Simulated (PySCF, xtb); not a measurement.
O₃Os, SMILES [O]=[Os](=[O])=[O], multiplicity 1.

Harmonic wavenumbers (cm⁻¹) from GFN2-xTB run with xtb 6.7.1 at its own minimum, in rising order: 261, 261, 279, 889, 964, 964.

**Question.** What does PBE0-D3(BJ)/def2-TZVP in PySCF 2.14.0 give at its own minimum? (Estimate from the structure and the level; the computed values follow.)

**Answer.** 146, 315, 315, 1032, 1032, 1077. Paired by order, the mean absolute difference is 88 cm⁻¹ and the zero-point energies are 5.2 and 5.6 kcal/mol.
